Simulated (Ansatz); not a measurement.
**Nudged elastic band run: F₄H₂OTi**

Input file:

```yaml
crystal:
  periodic: [false, false, false]
  atoms:
    - { symbol: Ti, position_ang: [-0.023832, -0.091018, 0.044299] }
    - { symbol: O, position_ang: [-0.15486, -0.190577, 1.886327] }
    - { symbol: H, position_ang: [-0.675769, 0.390984, 2.467644] }
    - { symbol: F, position_ang: [1.548178, 0.363774, -0.588978] }
    - { symbol: F, position_ang: [-1.025408, 1.314477, -0.258287] }
    - { symbol: F, position_ang: [-0.819366, -1.375216, -0.848554] }
    - { symbol: F, position_ang: [1.238365, -1.949274, 1.018096] }
    - { symbol: H, position_ang: [0.845491, -1.539349, 1.795554] }
basis:
  gaussian: { orbitals: def2-SVP }
hamiltonian:
  xc: revpbe
  dispersion: d4
neb:
  order_check: false
  images: 5
  f_tol: 0.03
  max_iterations: 60
  spring: 0.5
  final_atoms:
    - { symbol: Ti, position_ang: [0.07176468, -0.51333706, -0.16712947] }
    - { symbol: O, position_ang: [0.51616901, 0.05705436, 2.09081752] }
    - { symbol: H, position_ang: [-0.31315129, 0.45826452, 2.41706754] }
    - { symbol: F, position_ang: [1.5166847, 0.43273339, -0.48112534] }
    - { symbol: F, position_ang: [-1.38176879, 0.3982707, 0.29535174] }
    - { symbol: F, position_ang: [-0.38020091, -1.01068934, -1.78897825] }
    - { symbol: F, position_ang: [0.32555626, -2.10182358, 0.58755316] }
    - { symbol: H, position_ang: [0.57774534, -0.796672, 2.56254411] }
  initial_path:
    images:
      - { positions_ang: [[-0.023832, -0.091018, 0.044299], [-0.15486, -0.190577, 1.886327], [-0.675769, 0.390984, 2.467644], [1.548178, 0.363774, -0.588978], [-1.025408, 1.314477, -0.258287], [-0.819366, -1.375216, -0.848554], [1.238365, -1.949274, 1.018096], [0.845491, -1.539349, 1.795554]] }
      - { positions_ang: [[-0.02039311, -0.05981495, 0.0308256], [-0.09746609, -0.13045907, 2.01542905], [-0.74531694, 0.15951293, 2.51888444], [1.60000056, 0.25080325, -0.60224896], [-0.9835195, 1.37292256, -0.36724147], [-0.83537227, -1.41566431, -0.76651939], [1.20072023, -1.85856334, 0.89559547], [0.81414613, -1.39493607, 1.79137626]] }
      - { positions_ang: [[-0.01695422, -0.0286119, 0.0173522], [-0.04007219, -0.07034113, 2.14453111], [-0.81486489, -0.07195814, 2.57012488], [1.65182312, 0.13783251, -0.61551993], [-0.94163101, 1.43136812, -0.47619593], [-0.85137855, -1.45611262, -0.68448478], [1.16307547, -1.76785269, 0.77309494], [0.78280126, -1.25052315, 1.78719851]] }
      - { positions_ang: [[-0.01351533, 0.00259114, 0.0038788], [0.01732172, -0.0102232, 2.27363316], [-0.88441283, -0.3034292, 2.62136532], [1.70364568, 0.02486176, -0.62879089], [-0.89974251, 1.48981367, -0.5851504], [-0.86738482, -1.49656093, -0.60245017], [1.1254307, -1.67714203, 0.65059442], [0.75145639, -1.10611022, 1.78302077]] }
      - { positions_ang: [[0.01491134, -0.16938492, -0.05312396], [0.18360415, 0.01220266, 2.21269461], [-0.69399232, -0.04953129, 2.55326606], [1.64132535, 0.16081897, -0.57956904], [-1.06041794, 1.12596602, -0.29164969], [-0.70499018, -1.33460373, -0.99795953], [0.85880589, -1.81870255, 0.62958067], [0.69355271, -1.00296415, 2.04286188]] }
      - { positions_ang: [[0.04333801, -0.34136099, -0.11012671], [0.34988658, 0.03462851, 2.15175607], [-0.5035718, 0.20436662, 2.4851668], [1.57900503, 0.29677618, -0.53034719], [-1.22109336, 0.76211836, 0.00185102], [-0.54259555, -1.17264653, -1.39346889], [0.59218108, -1.96026306, 0.60856691], [0.63564902, -0.89981808, 2.302703]] }
      - { positions_ang: [[0.07176468, -0.51333706, -0.16712947], [0.51616901, 0.05705436, 2.09081752], [-0.31315129, 0.45826452, 2.41706754], [1.5166847, 0.43273339, -0.48112534], [-1.38176879, 0.3982707, 0.29535174], [-0.38020091, -1.01068934, -1.78897825], [0.32555626, -2.10182358, 0.58755316], [0.57774534, -0.796672, 2.56254411]] }
```

Run as:

```bash
$ ansatz run input.yaml --threads 4 --pin off --max-ram 5120MiB --backend cpu --events-out ev --progress --plain --runs-dir out
```

Output, in part (warnings, iteration lines, the closing report on the highest movable image, with atoms numbered from 0):

```
NEB end point (image 0): max|allowed force component| = 2.093e-2 eV/Å (the criterion of neb.relax_end_points is 1.000e-2)
NEB end point (image 6): max|allowed force component| = 4.479e-3 eV/Å (the criterion of neb.relax_end_points is 1.000e-2)
NEB iter   1: max|band force component| = 6.365e0 eV/Å  barrier→ = 2.1895 eV  barrier← = 2.8757 eV  Δτ_max = 0.1973 Å  (217 SCF iters)
NEB iter   2: max|band force component| = 1.724e0 eV/Å  barrier→ = 0.7961 eV  barrier← = 1.4824 eV  Δτ_max = 0.2000 Å  (190 SCF iters)
NEB iter   3: max|band force component| = 1.606e0 eV/Å  barrier→ = 0.4349 eV  barrier← = 1.1211 eV  Δτ_max = 0.1954 Å  (178 SCF iters)
NEB iter   4: max|band force component| = 7.523e-1 eV/Å  barrier→ = 0.1622 eV  barrier← = 0.8484 eV  Δτ_max = 0.2000 Å  (178 SCF iters)
NEB iter   5: max|band force component| = 6.468e-1 eV/Å  barrier→ = 0.1488 eV  barrier← = 0.8351 eV  Δτ_max = 0.2000 Å  (179 SCF iters)
NEB iter   6: max|band force component| = 7.024e-1 eV/Å  barrier→ = 0.1753 eV  barrier← = 0.8616 eV  Δτ_max = 0.0823 Å  (183 SCF iters)
NEB iter   7: max|band force component| = 3.265e-1 eV/Å  barrier→ = 0.1698 eV  barrier← = 0.8561 eV  CI = image 2  Δτ_max = 0.0996 Å  (162 SCF iters)
NEB iter   8: max|band force component| = 2.535e-1 eV/Å  barrier→ = 0.1537 eV  barrier← = 0.8399 eV  CI = image 2  Δτ_max = 0.0997 Å  (166 SCF iters)
NEB iter   9: max|band force component| = 2.558e-1 eV/Å  barrier→ = 0.1422 eV  barrier← = 0.8284 eV  CI = image 2  Δτ_max = 0.0499 Å  (163 SCF iters)
NEB iter  10: max|band force component| = 2.000e-1 eV/Å  barrier→ = 0.1377 eV  barrier← = 0.8240 eV  CI = image 2  Δτ_max = 0.0502 Å  (158 SCF iters)
NEB iter  11: max|band force component| = 9.537e-2 eV/Å  barrier→ = 0.1352 eV  barrier← = 0.8214 eV  CI = image 2  Δτ_max = 0.0324 Å  (155 SCF iters)
NEB iter  12: max|band force component| = 5.371e-2 eV/Å  barrier→ = 0.1344 eV  barrier← = 0.8206 eV  CI = image 2  Δτ_max = 0.0149 Å  (158 SCF iters)
NEB iter  13: max|band force component| = 3.039e-2 eV/Å  barrier→ = 0.1342 eV  barrier← = 0.8204 eV  CI = image 2  Δτ_max = 0.0081 Å  (162 SCF iters)
NEB iter  14: max|band force component| = 2.515e-2 eV/Å  barrier→ = 0.1341 eV  barrier← = 0.8203 eV  CI = image 2  Δτ_max = 0.0000 Å  (304 SCF iters)
Total energy: -36050.50454484 eV, -1324.8316061132 hartree
Atom 0 at     0.106974    -0.206551     0.010039 Å, force    -0.016676    -0.001170     0.010397 eV/Å
Atom 1 at     0.057031    -0.098172     1.981050 Å, force    -0.019890     0.022360     0.003319 eV/Å
Atom 2 at    -0.739845     0.119203     2.497974 Å, force     0.024025    -0.000790    -0.010481 eV/Å
Atom 3 at     1.572265     0.323674    -0.779097 Å, force     0.005272     0.000690     0.001957 eV/Å
Atom 4 at    -0.957511     1.184491    -0.109118 Å, force    -0.002390    -0.001141    -0.002074 eV/Å
Atom 5 at    -0.798510    -1.364864    -0.938074 Å, force     0.001856     0.003011    -0.003362 eV/Å
Atom 6 at     1.067278    -1.822206     1.012095 Å, force     0.017335    -0.005855    -0.004762 eV/Å
Atom 7 at     0.625116    -1.211774     1.841231 Å, force    -0.009532    -0.017105     0.005006 eV/Å
Dipole moment:    -0.281808     0.066416     0.500701 e Å
```

The forces met the threshold. Another band between the same ends (5 images) ends at a top of the same energy, where a vibrational analysis finds 1 clearly imaginary mode. The orbitals stay closed-shell, which can raise the energy where a bond breaks towards radicals; this wasn't checked here.

Final band (atoms are numbered from 1 in the order of the input):

```
image  path coordinate (Å)  energy (kcal/mol)  F7–H8 (Å)  O2–H8 (Å)
    0                 0.00                0.0       0.96       1.68
    1                 0.36                0.9       0.99       1.51
    2                 0.72                3.1       1.12       1.26
    3                 1.32               -7.3       1.69       1.00
    4                 1.93              -11.2       2.06       0.98
    5                 2.53              -14.1       2.20       0.98
    6                 3.14              -15.8       2.38       0.98
```

Time of the run: 90 s on 4 threads of Arm Neoverse V2 (shared host), peak memory 0.17 GiB.
